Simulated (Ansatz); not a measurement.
Basis-set extrapolation for C$_{2}$H$_{6}$BNO (PBE0-D4/def2-TZVP geometry, frozen core, Ansatz). Multiplicity 1, RHF reference.

```json
{"": "HF", "def2-TZVPP": "-233.236729", "def2-QZVPP": "-233.247487"}
{"": "MP2 correlation", "def2-TZVPP": "-0.883976", "def2-QZVPP": "-0.944750"}
{"": "CCSD(T) correlation", "def2-TZVPP": "-0.954358", "def2-QZVPP": "not run"}
```

Energies in hartree. Use E(X) = E(∞) + A·exp(−7.88·√X) for Hartree–Fock and E(X) = E(∞) + B·X^(−2.97) for correlation, with X = 3 and 4, and add CCSD(T) minus MP2 of the smaller set to the MP2 limit.

**Question.** What is the CCSD(T) energy at the basis-set limit?

**Answer.** HF limit: -233.247487 + (-0.010758) × 0.13774 = -233.24897. MP2 limit: -0.944750 + (-0.060774) × 0.74074 = -0.98977. Higher-order term: -0.954358 − (-0.883976) = -0.07038. Total: -234.30912 hartree, 74.1 kcal/mol below CCSD(T)/def2-TZVPP.
